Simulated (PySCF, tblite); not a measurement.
Isomers of C4H7NO2Si2, one GFN2-xTB conformer each. Single-point energies are computed at PBE0/pcSseg-1 (PySCF, gas phase, no added dispersion term), electronic only.

```tsv
SMILES	GFN2-xTB relative energy (kcal/mol)
N#CC[C@H]1[SiH2]O[SiH2]C1=O	0.0
C=C[Si@@](O)(C=O)[SiH2]C#N	88.2
```

Conformers: `[N:1]#[C:2][CH2:3][C@H:4]1[SiH2:5][O:6][SiH2:7][C:8]1=[O:9]` with C2–C3–C4–Si5 60°, C3–C4–Si5–O6 153°, C4–Si5–O6–Si7 -12°, Si5–O6–Si7–C8 -4°, O6–Si7–C8–O9 -150°; `[CH2:1]=[CH:2][Si@@:3]([OH:4])([CH:5]=[O:6])[SiH2:7][C:8]#[N:9]` with C1–C2–Si3–O4 149°, C2–Si3–O4–H 99°, C2–Si3–C5–O6 -117°, C2–Si3–Si7–C8 -61°.

Q: What does PBE0/pcSseg-1 give for the same structures?

A: 
```tsv
SMILES	PBE0/pcSseg-1 E (Eh)	PBE0/pcSseg-1 (kcal/mol)	GFN2-xTB (kcal/mol)	point group
N#CC[C@H]1[SiH2]O[SiH2]C1=O	-940.15350	0.0	0.0	C1
C=C[Si@@](O)(C=O)[SiH2]C#N	-940.10023	33.4	88.2	C1
```

Both levels put the same isomer lowest. As drawn, the higher has an O–H bond, an Si–Si bond and a C=C bond outside aromatic rings, which the lower lacks.

Q: Which frontier levels, dipoles and rotational constants go with these structures?

A: 
```csv
SMILES,"HOMO (eV, PBE0/pcSseg-1)",LUMO (eV),dipole (D),"A, B, C (MHz)"
N#CC[C@H]1[SiH2]O[SiH2]C1=O,-7.28,-1.80,2.87,"2109, 847.9, 634.2"
C=C[Si@@](O)(C=O)[SiH2]C#N,-7.27,-2.10,2.64,"1384, 794.5, 720.6"
```

Q: What happens when harmonic zero-point energies from GFN2-xTB frequencies are added?

A: 
```csv
SMILES,ZPE (kcal/mol),electronic (kcal/mol),with ZPE (kcal/mol)
N#CC[C@H]1[SiH2]O[SiH2]C1=O,62.5,0.0,0.0
C=C[Si@@](O)(C=O)[SiH2]C#N,61.3,33.4,32.3
```

The zero-point energies span 1.2 kcal/mol. The order is unchanged.
